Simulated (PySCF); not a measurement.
Electron correlation in Mn (manganese, neutral)

[Ar] 3d5 4s1 5s1, high-spin 8S determinant (an excited configuration). All numbers are calculated (PySCF 2.14, scalar relativity by spin-free X2C-1e, in x2c-QZVPPall with one added diffuse shell each of s, p, d, f, g type (12s8p6d5f3g, 128 functions)). Frozen: [Ar]; 7 electrons correlated.

MP2 pair energies summed by pair of shells (mhartree):

```tsv
pair	energy	share (%)
3d-3d	-74.76	80.5
3d-4s	-14.72	15.9
4s-5s	-1.96	2.1
3d-5s	-1.37	1.5
```

Total MP2 correlation energy: -92.82 mhartree.

Same-spin part -92.82 and opposite-spin part 0.00 mhartree; SCS-MP2 scales them by 1/3 and 6/5 to -30.94 mhartree.
